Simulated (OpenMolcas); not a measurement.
**Sn2+: input and output**

Input:

```
&GATEWAY
Coord
1

Sn 0.0 0.0 0.0
Basis=ANO-R3
Group=XYZ
NoMove
AngMom=0.0 0.0 0.0
AMFI
&SEWARD
&RASSCF
FileOrb=start.orb
Symmetry=1
Spin=3
nActEl=2 0 0
Inactive=14 9
Ras2=1 3
CIRoot=3 3 1
SDav=3
CIMx=300
Iter=120 100
PrWF=0.3
OrbListing=Nothing
MaxOrb=0
Atom
>>> COPY $Project.JobIph JOBPRE
&RASSCF
FileOrb=start.orb
Symmetry=1
Spin=1
nActEl=2 0 0
Inactive=14 9
Ras2=2 6
CIRoot=7 7 1
SDav=24
CIMx=300
Iter=120 100
PrWF=0.3
OrbListing=Nothing
MaxOrb=0
Atom
>>> COPY $Project.JobIph JOB001
&RASSCF
FileOrb=start.orb
Symmetry=1
Spin=3
nActEl=2 0 0
Inactive=14 9
Ras2=2 6
CIRoot=15 15 1
SDav=16
CIMx=300
Iter=120 100
PrWF=0.3
OrbListing=Nothing
MaxOrb=0
Atom
CIOnly
>>> COPY $Project.JobIph JOB002
&RASSCF
FileOrb=start.orb
Symmetry=2
Spin=1
nActEl=2 0 0
Inactive=14 9
Ras2=2 6
CIRoot=3 3 1
SDav=12
CIMx=300
Iter=120 100
PrWF=0.3
OrbListing=Nothing
MaxOrb=0
Atom
>>> COPY $Project.JobIph JOB003
&RASSCF
FileOrb=start.orb
Symmetry=2
Spin=3
nActEl=2 0 0
Inactive=14 9
Ras2=2 6
CIRoot=12 12 1
SDav=12
CIMx=300
Iter=120 100
PrWF=0.3
OrbListing=Nothing
MaxOrb=0
Atom
CIOnly
>>> COPY $Project.JobIph JOB004
&RASSI
NrOfJobIphs=4 7 3 3 3
1 2 3 4 5 6 7
1 2 3
1 2 3
1 2 3
IphNames
JOB001
JOB002
JOB003
JOB004
EJob
SpinOrbit
DIPRint=1.0
SOCoupling=1000.0
Subsets=2
MEES
Property=10
'ANGMOM' 1 'ANGMOM' 2 'ANGMOM' 3 'MLTPL  1' 1 'MLTPL  1' 2 'MLTPL  1' 3
'AMFI' 1 'AMFI' 2 'AMFI' 3 'MLTPL  2' 6
SOProperty=3
'ANGMOM' 1 'ANGMOM' 2 'ANGMOM' 3
```

Launched by
```bash
OMP_NUM_THREADS=1 MOLCAS_MEM=2252 MOLCAS_PROJECT=a pymolcas a.inp > a.log  # once for each step of the input, in one work folder
```

A driver script runs the steps one by one and writes start.orb anew before each from the orbitals found so far, so a CI-only block uses the converged orbitals of the first block.

Output, cut to the results:

```
--- SEWARD ---
Basis set label: SN.ANO-R...8S7P5D3F2G1H.

      Electronic valence basis set:
      ------------------
      Associated Effective Charge  50.000000 au
      Associated Actual Charge     50.000000 au
      Nuclear Model: Finite nucleus - Gaussian distribution
        Gaussian exponent, Xi/bohr**(-2):  1.90677E+08

      Shell  nPrim  nBasis  Cartesian Spherical Contaminant
         s      23       8        X
         p      18       7        X
         d      12       5                 X
         f       6       3                 X
         g       5       2                 X
         h       3       1                 X
                  Relativistic X2C integrals
                  Atomic mean-field integrals
--- RASSCF ---
Wave function specifications:
      -----------------------------

      Number of closed shell electrons          46
      Number of electrons in active shells       2
      Max number of holes in RAS1 space          0
      Max nr of electrons in RAS3 space          0
      Number of inactive orbitals               23
      Number of active orbitals                  8
      Number of secondary orbitals              73
      Spin quantum number                      0.0
      State symmetry                             1
Orbital specifications:
      -----------------------

      Symmetry species                           1   2
                                                ag  au
      Frozen orbitals                            0   0
      Inactive orbitals                         14   9
      Active orbitals                            2   6
      RAS1 orbitals                              0   0
      RAS2 orbitals                              2   6
      RAS3 orbitals                              0   0
      Secondary orbitals                        35  38
      Deleted orbitals                           0   0
      Number of basis functions                 51  53
      Number of CSFs                            24
      Number of root(s) required                 7
      Iter CI   SX   CI       RASSCF       Energy    max ROT     max BLB   max BLB  Level Ln srch  Step   QN
          iter iter root      energy       change     param      element    value   shift minimum  type update
 Nr of preliminary CI iterations:   1
      Total energies have been shifted. Add                -6000.00 au
        1   1    4    0  -172.56249755    0.00E+00  -2.06E-05   11  21 1  4.02E-07   0.00   0.00    SX    NO
        2   1    3    0  -172.56249755   -1.91E-11   7.40E-06    8  16 2 -1.26E-07   0.00   0.00    SX    NO
        3   1    2    0  -172.56249755   -3.64E-12   2.24E-06   12  18 2  3.77E-08   0.00   0.00    SX    NO
        4   1    2    0  -172.56249755    4.55E-12   9.21E-07   12  21 2  3.36E-08   0.00   0.00    SX    NO
      Convergence after  4 iterations
        5   1    2    0  -172.56249755   -1.82E-12   9.21E-07   11  26 1 -5.53E-08   0.00   0.00    SX    NO
      Natural orbitals and occupation numbers for root  1
      sym 1:   1.919860   0.000121
      sym 2:   0.026634   0.026634   0.026634   0.000039   0.000039   0.000039
      Natural orbitals and occupation numbers for root  2
      sym 1:   0.000000   0.000000
      sym 2:   1.080976   0.007376   0.909768   0.001017   0.000007   0.000856
      Natural orbitals and occupation numbers for root  3
      sym 1:   0.000000   0.000000
      sym 2:   1.084789   0.905211   0.008119   0.000852   0.001021   0.000008
::    RASSCF root number  1 Total energy:  -6173.09933036
::    RASSCF root number  2 Total energy:  -6172.47422326
::    RASSCF root number  3 Total energy:  -6172.47422326
::    RASSCF root number  4 Total energy:  -6172.47422326
::    RASSCF root number  5 Total energy:  -6172.47422326
::    RASSCF root number  6 Total energy:  -6172.47422326
::    RASSCF root number  7 Total energy:  -6172.46703619
--- RASSCF ---
Wave function specifications:
      -----------------------------

      Number of closed shell electrons          46
      Number of electrons in active shells       2
      Max number of holes in RAS1 space          0
      Max nr of electrons in RAS3 space          0
      Number of inactive orbitals               23
      Number of active orbitals                  8
      Number of secondary orbitals              73
      Spin quantum number                      1.0
      State symmetry                             1
Orbital specifications:
      -----------------------

...
--- RASSI ---
SPIN-FREE ENERGIES:
  (Shifted by EMIN (a.u.) =      -6173.0993303583)

 SF State       Relative EMIN(au)   Rel lowest level(eV)    D:o, cm**(-1)      L_eff

     1             0.0000000000        0.0000000000              0.0000         0.0
    14             0.2436053652        6.6288396832          53465.1977         1.0
    15             0.2436053652        6.6288396832          53465.1977         1.0
    16             0.2436053652        6.6288396832          53465.1977         1.0
    11             0.3911244691       10.6430390003          85841.8987         1.0
    12             0.3911244691       10.6430390003          85841.8987         1.0
    13             0.3911244691       10.6430390003          85841.8987         1.0
     8             0.5824016124       15.8479552255         127822.3792         1.0
     9             0.5824016124       15.8479552255         127822.3792         1.0
    10             0.5824016124       15.8479552255         127822.3792         1.0
     5             0.6251071003       17.0100307516         137195.1504         2.0
     6             0.6251071003       17.0100307516         137195.1504         2.0
     2             0.6251071003       17.0100307516         137195.1504         2.0
     3             0.6251071003       17.0100307516         137195.1504         2.0
     4             0.6251071003       17.0100307516         137195.1504         2.0
     7             0.6322941642       17.2056007219         138772.5286         0.0
     Dipole printing threshold changed to   1.00000000E+00

++ Dipole transition strengths (spin-free states):
   -----------------------------------------------
     for osc. strength at least  1.00000000E+00

  ( Max oscillator strength is only   0.75996643289585675      )
--
Eigenvalues of complex Hamiltonian:
   -----------------------------------
  (Shifted by EMIN (a.u.) =      -6173.0993303583)

...
```

Levels above the lowest, from the spin-orbit matrix, grouped by J:

```tsv
Configuration	Term	J	E (cm⁻¹)	Measured (cm⁻¹)	g	Term weight %
5s²	¹S	0	0.0	0.0		100
5s 5p	³P°	0	50186	53548		100
5s 5p	³P°	1	51711	55196	1.499	100
5s 5p	³P°	2	55118	59229	1.501	100
5s 5p	¹P°	1	85969	79911	1.002	100
```

Against the 4 measured excited levels shown (Moore, Atomic Energy Levels, vol. III, NSRDS-NBS 35 (1971 reprint of NBS Circular 467, 1958)) the mean absolute deviation is 4300 cm-1; the largest miss in energy is 5s 5p ¹P°₁: computed 85969, measured 79911 cm⁻¹ (+7.6 %).

Terms from blocks run as CI alone lack orbitals of their own. The run also gave levels led by 5s 6s, which use shells meant for correlation; these and all levels above them are left out. Computed and measured levels are paired by configuration, term and J; levels that our copy of the source lacks, or whose pairing is in doubt (as where it misses far off the trend of its configuration), stay unpaired and out of the deviations. Only configurations of the active space appear. The first state left out of the spin-orbit step lies near 130000 cm-1 above the lowest spin-free state of the reference (among the parities and spins computed), and the list stops at four fifths of that energy or lower.

The term weight is that of the spin-free term in the level, not the purity of its configuration. ° marks odd parity.
